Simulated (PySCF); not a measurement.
Compound: potassium chloride, KCl.
Atom-mapped SMILES: `[Cl:1][K:2]`

Structure used (PBE0-D3(BJ)/def2-SVP), in Å, numbered top down from 1:
```xyz
2
KCl angstrom
Cl     1.352   -0.083    0.008
K     -1.303   -0.004   -0.030
```

Level: PBE0/pcSseg-1 and B3LYP/def2-SVPD in PySCF, non-relativistic, on one gas-phase PBE0-D3(BJ)/def2-SVP geometry that isn't relaxed in the solvent. The solvent is an IEF-PCM continuum (Bondi radii, 1.10 Å for H, scaled by 1.2). The model holds no explicit solvent molecules, cavitation or dispersion.

Gas phase at PBE0/pcSseg-1: HOMO -5.99 eV, LUMO -1.27 eV, dipole 9.99 D.

Problem. What does the continuum do to the energy, the frontier levels and the dipole at PBE0/pcSseg-1 in methanol and acetonitrile?

Solution. 
```json
{"solvent": "methanol", "ε": "32.61", "E(solvent) − E(gas) (kJ/mol)": "-76.58", "polarisation term (kJ/mol)": "-85.59", "distortion of the solute (kJ/mol)": "9.01", "HOMO (eV)": "-7.35", "LUMO (eV)": "-0.66", "dipole (D)": "11.19"}
{"solvent": "acetonitrile", "ε": "35.69", "E(solvent) − E(gas) (kJ/mol)": "-76.89", "polarisation term (kJ/mol)": "-85.97", "distortion of the solute (kJ/mol)": "9.08", "HOMO (eV)": "-7.35", "LUMO (eV)": "-0.65", "dipole (D)": "11.19"}
```

The polarisation term is half the interaction of the solute with the surface charges that it induces; the rest is the cost of distorting the solute's density. The sum is the electrostatic part of solvation alone. From methanol to acetonitrile the lowering changes by a factor 1.00, Onsager's factor (ε − 1)/(2ε + 1) by 1.00 and ε itself by 1.1.

Problem. Which radius a makes the point-dipole formula ΔE = −[(ε − 1)/(2ε + 1)]·μ²/a³ give the value in acetonitrile, with the gas-phase dipole?

Solution. μ = 3.930 au and |ΔE| = 0.02928 Eh give a = 3.35 Å; the farthest nucleus lies 1.33 Å from the centroid of the nuclei. The formula assumes a rigid point dipole at the centre of a sphere.

Problem. Which Hirshfeld charges (PBE0/pcSseg-1) respond most in acetonitrile (means over atoms taken as equivalent)?

Solution. 
```json
{"atoms": "Cl1", "environment": "chlorine bonded to K", "gas (e)": "-0.644", "solvent (e)": "-0.701", "change": "-0.057"}
{"atoms": "K2", "environment": "potassium bonded to Cl", "gas (e)": "+0.644", "solvent (e)": "+0.701", "change": "+0.057"}
```

Problem. How do the nuclear quadrupole coupling constants eQVzz/h respond in acetonitrile?

Solution. 
| nucleus | Q (barn) | gas (MHz) | solvent (MHz) | η gas | η solvent |
| --- | --- | --- | --- | --- | --- |
| 35Cl at Cl1 | -0.0817 | -1.51 | 0.30 | 0.00 | 0.00 |

Gas phase at B3LYP/def2-SVPD: HOMO -5.86 eV, LUMO -1.62 eV, dipole 10.30 D.

Problem. What does the continuum do to the energy, the frontier levels and the dipole at B3LYP/def2-SVPD in methanol and acetonitrile?

Solution. 
| solvent | ε | E(solvent) − E(gas) (kJ/mol) | polarisation term (kJ/mol) | distortion of the solute (kJ/mol) | HOMO (eV) | LUMO (eV) | dipole (D) |
| --- | --- | --- | --- | --- | --- | --- | --- |
| methanol | 32.61 | -77.20 | -87.06 | 9.86 | -7.25 | -0.97 | 11.64 |
| acetonitrile | 35.69 | -77.51 | -87.45 | 9.94 | -7.25 | -0.97 | 11.65 |

Problem. How does the static polarisability (B3LYP/def2-SVPD, frozen core, with the continuum's full static response) change?

Solution. 
```tsv
medium	isotropic (au)	principal values (au)	⟨r²⟩ of the electrons (bohr²)
gas	36.2	32.3, 32.3, 44.2	282.9
methanol	38.9	37.6, 37.6, 41.5	284.0
acetonitrile	38.9	37.6, 37.6, 41.5	284.1
```

The isotropic value in acetonitrile is 1.07 times the gas-phase one; no cavity-field correction is applied. ⟨r²⟩ is taken about the centre of nuclear charge.

The run took about 4 s of CPU time (one thread, shared machine). This is the whole shielding run at PBE0/pcSseg-1 in acetonitrile, SCF included.
